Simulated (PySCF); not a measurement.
**C⁺: excitation energy**

C⁺ [He] 2s2 2p1 (2P) → C⁺ [He] 2s2 3d1 (2D), as a difference of total energies. Calculation: PySCF 2.14, in aug-cc-pVDZ; no relativity, point nucleus. Correlated levels: valence: 1s2 frozen. The calculations carry no spin-orbit coupling.

```json
{"method": "UHF", "excitation energy (eV)": "19.964", "error (eV)": "+1.923"}
{"method": "MP2 (valence)", "excitation energy (eV)": "19.703", "error (eV)": "+1.662"}
{"method": "SCS-MP2 (valence)", "excitation energy (eV)": "19.637", "error (eV)": "+1.596"}
{"method": "CCSD (valence)", "excitation energy (eV)": "19.903", "error (eV)": "+1.862"}
{"method": "CCSD(T) (valence)", "excitation energy (eV)": "19.902", "error (eV)": "+1.861"}
{"method": "CCSDT (valence)", "excitation energy (eV)": "19.899", "error (eV)": "+1.858"}
```

Reference: 18.041 eV (measured; NIST levels, between the centres of gravity of the two terms).

Errors of the correlated levels include the incompleteness of this basis and the frozen core.

The promoted electron is Rydberg-like, and one or two diffuse shells describe it only roughly, which tends to raise the upper state.

The coupled-cluster amplitudes are large for the upper state (T1 above 0.03 or a double amplitude above 0.15), so a single reference is strained.
